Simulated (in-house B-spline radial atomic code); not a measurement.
Ionising Os52+ with different functionals

Computed with a B-spline radial code for spherical atoms: four-component Dirac-Coulomb Hamiltonian, Fermi nucleus of rms radius 5.4126 fm, spin-restricted, spherical fractional occupations for the functionals. The ionisation energy is the difference of two self-consistent energies, [Ar] 3d6 → [Ar] 3d5, without Breit or QED terms; ε is the level of the shell that loses the electron (mean over j). The electron is taken from both j subshells in proportion to 2j + 1, so the result is a j average, not the step between ground levels.

| method | rung | ΔSCF (eV) | -ε(3d) (eV) |
| --- | --- | --- | --- |
| LDA PW92 | LDA | ? | ? |
| LDA VWN5 | LDA | 4952.4 | 4882.8 |
| BP86 | GGA | 4953.4 | 4883.7 |
| RPBE | GGA | ? | ? |

Question: What does RPBE give?

Answer: ΔSCF 4952.8 eV, and -ε(3d) = 4883.2 eV.

Question: What does LDA PW92 give?

Answer: ΔSCF 4952.4 eV, and -ε(3d) = 4882.7 eV.

Question: How do they compare with the NIST value?

Answer: NIST lists 4917 eV ± 4 (tabulated theory, ground level to ground level). Errors run from +35.4 to +36.4 eV. The correlated functionals all miss on the same side by more than they spread, so the cause is common to them (Breit-QED terms, spin polarisation, the choice among j levels, multiplet and fine-structure energies, or a listed next ion that isn't the cheapest removal here) and closeness doesn't rank the functionals.
